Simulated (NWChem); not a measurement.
System: BHCl2; SMILES ClBCl

Input file for NWChem:

```
start job
memory heap 200 mb stack 900 mb global 1100 mb
geometry units angstroms noautosym nocenter noautoz
  B     -0.692200    -0.006506     0.000000
  H     -1.892032    -0.020713     0.000000
  Cl     0.170393     0.003688    -1.510071
  Cl     0.170393     0.003688     1.510071
end
basis spherical
  * library iglo-iii
end
dft
  xc b3lyp
  iterations 150
end
property
  shielding 3 1 2 3
  efieldgrad
end
task dft property
```

NWChem printed, in part:

```
             Northwest Computational Chemistry Package (NWChem) 7.3.0
             --------------------------------------------------------

                             Geometry "geometry" -> ""
                             -------------------------

 Output coordinates in angstroms (scale by  1.889725989 to convert to a.u.)

  No.       Tag          Charge          X              Y              Z
 ---- ---------------- ---------- -------------- -------------- --------------
    1 B                    5.0000    -0.69220000    -0.00650600     0.00000000
    2 H                    1.0000    -1.89203200    -0.02071300     0.00000000
    3 Cl                  17.0000     0.17039300     0.00368800    -1.51007100
    4 Cl                  17.0000     0.17039300     0.00368800     1.51007100

 Effective nuclear repulsion energy (a.u.)     111.6087263009

                              NWChem Property Module
                              ----------------------

  itol2e modified to match energy
  convergence criterion.

                                 NWChem DFT Module
                                 -----------------

 Summary of "ao basis" -> "ao basis" (spherical)
 ------------------------------------------------------------------------------
       Tag                 Description            Shells   Functions and Types
 ---------------- ------------------------------  ------  ---------------------
 B                          iglo-iii                15       35   7s6p2d
 H                          iglo-iii                 6       10   4s2p
 Cl                         iglo-iii                18       44   8s7p3d

  itol2e modified to match energy
  convergence criterion.

            General Information
            -------------------
          SCF calculation type: DFT
          Wavefunction type:  closed shell.
          No. of atoms     :     4
          No. of electrons :    40
           Alpha electrons :    20
            Beta electrons :    20
          Charge           :     0
          Spin multiplicity:     1
          Use of symmetry is: off; symmetry adaption is: off
          Maximum number of iterations: 150
          AO basis - number of functions:   133
                     number of shells:    57
          Convergence on energy requested:  1.00D-07
          Convergence on density requested:  1.00D-05
          Convergence on gradient requested:  5.00D-04

[...]

          -----------------------------------------
          Chemical Shielding Tensors (GIAO, in ppm)
          -----------------------------------------

                                NWChem CPHF Module
                                ------------------

  scftype          =     RHF
  nclosed          =       20
  nopen            =        0
  variables        =     2260
  # of vectors     =        3
  tolerance        = 0.10D-03
  level shift      = 0.00D+00
  max iterations   =       50
  max subspace     =       30

 SCF residual:    9.0334338617527267E-005

Iterative solution of linear equations
  No. of variables     2260
  No. of equations        3
  Maximum subspace       30
        Iterations       50
       Convergence  1.0D-04

   iter   nsub   residual    time
   ----  ------  --------  ---------
     1      3    5.67D-01      37.4
     2      6    1.39D-02      41.9
     3      9    1.07D-03      46.2
     4     12    5.53D-05      50.6

      Atom:    1  B
        Diamagnetic
    197.8018      0.1847     -0.0000
      0.1847    182.1838      0.0000
     -0.0000      0.0000    208.5135

        Paramagnetic
   -189.1022     -1.1234     -0.0000
     -1.1234    -94.1641      0.0000
     -0.0000      0.0000   -201.6398

        Total Shielding Tensor
      8.6997     -0.9387     -0.0000
     -0.9387     88.0197      0.0000
     -0.0000      0.0000      6.8736

           isotropic =      34.5310
          anisotropy =      80.2497

          Principal Components and Axis System
                 1           2           3
               88.0308      8.6886      6.8736

      1        -0.0118      0.9999      0.0000
      2         0.9999      0.0118      0.0000
      3         0.0000     -0.0000      1.0000

      Atom:    2  H
        Diamagnetic
     38.8155      0.1797     -0.0000
      0.1797     23.6371     -0.0000
     -0.0000     -0.0000     27.0157

        Paramagnetic
    -12.5276     -0.1355     -0.0000
     -0.1355     -1.0829      0.0000
     -0.0000      0.0000     -0.8474

        Total Shielding Tensor
     26.2879      0.0442     -0.0000
      0.0442     22.5542      0.0000
     -0.0000      0.0000     26.1683

           isotropic =      25.0035
          anisotropy =       1.9275

          Principal Components and Axis System
                 1           2           3
               26.2885     26.1683     22.5536

      1         0.9999      0.0000     -0.0118
      2         0.0118      0.0000      0.9999
      3        -0.0000      1.0000     -0.0000

      Atom:    3  Cl
        Diamagnetic
   1146.9401      0.0087     -2.1385
      0.0087   1146.1986     -0.0253
     -2.1385     -0.0253   1152.8799

        Paramagnetic
   -724.9958     -5.4260   -203.9403
     -5.4260   -266.4911     -2.4114
   -203.9403     -2.4114   -600.6266

        Total Shielding Tensor
    421.9443     -5.4172   -206.0788
     -5.4172    879.7075     -2.4366
   -206.0788     -2.4366    552.2533

           isotropic =     617.9684
          anisotropy =     392.7049

          Principal Components and Axis System
                 1           2           3
              879.7716    703.2234    270.9100

      1        -0.0118     -0.5909      0.8067
      2         0.9999     -0.0070      0.0095
      3         0.0000      0.8067      0.5909
```

Level: B3LYP/IGLO-III, GIAO. Coordinates come from a PBE0/def2-SVP optimisation. NWChem prints the field gradient with the sign opposite to the second derivative of the potential. The printed shielding anisotropy is the first printed principal value minus the mean of the other two.
